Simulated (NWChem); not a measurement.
System: BPH4; SMILES PB

```xyz
6

B      0.0048    -1.3097     0.0000
H     -0.0527    -1.9028    -1.0337
H     -0.0527    -1.9028     1.0337
P     -0.0908     0.5608     0.0000
H      0.7217     0.9708    -1.0833
H      0.7217     0.9708     1.0833
```
Atoms are numbered in this order, from 1.

Program: NWChem. Coordinates come from a B3LYP/6-31G* (spherical d) optimisation. Ions are spin-unrestricted doublets at the neutral geometry; other ion states weren't tried.

For level PBE0/def2-SVP:

```
Quantity       Value
-------------  -----
−ε(HOMO) (eV)   7.47
```

Problem. What are these values for level PBE/def2-SVP?

Solution. The −ε(HOMO) (eV) is 6.40.
